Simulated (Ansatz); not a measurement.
`[OH][Ga]([Cl])[Br]` and `[OH][Ga]([SH])[Cl]` differ in one atom or group.

Ansatz, PBE0-D4/def2-TZVP geometries, multiplicity 1. Each molecule was computed in one conformer, which needn't be the lowest.

Scalar relativity is left out up to krypton.

```
                                        property  `[OH][Ga]([Cl])[Br]`
              LUMO energy (PBE0/def2-TZVPP) / eV                 -1.66
             HOMO energy (B3LYP/def2-TZVPP) / eV                 -8.62
size of the dipole moment (B3LYP/def2-TZVPP) / D                  1.53
             LUMO energy (B3LYP/def2-TZVPP) / eV                 -2.00
         HOMO–LUMO gap (ωB97M-V/def2-TZVPP) / eV                 11.38
             HOMO–LUMO gap (PBE/def2-TZVPP) / eV                  4.97
```

(1) What does the change do to each property? (An estimate is asked.)

Results:

(1) Computed: 
```
                                        property  `[OH][Ga]([SH])[Cl]`  shift
              LUMO energy (PBE0/def2-TZVPP) / eV                 -1.18   0.48
             HOMO energy (B3LYP/def2-TZVPP) / eV                 -7.86   0.76
size of the dipole moment (B3LYP/def2-TZVPP) / D                  0.52  -1.01
             LUMO energy (B3LYP/def2-TZVPP) / eV                 -1.51   0.49
         HOMO–LUMO gap (ωB97M-V/def2-TZVPP) / eV                 11.02  -0.36
             HOMO–LUMO gap (PBE/def2-TZVPP) / eV                  4.75  -0.22
```

With PBE0 the HOMO rises by 0.77 eV and the LUMO rises by 0.48 eV, so the gap narrows by about 0.29 eV. PBE moves the HOMO by 0.70 eV and ωB97M-V by 0.81 eV. Dipoles are sizes alone; their direction can turn.

B3LYP here is the variant with VWN-RPA as its local correlation; programs differ in this.

Spin–orbit coupling is left out; it splits and shifts lone-pair levels of the heavy atoms by tenths of an eV.
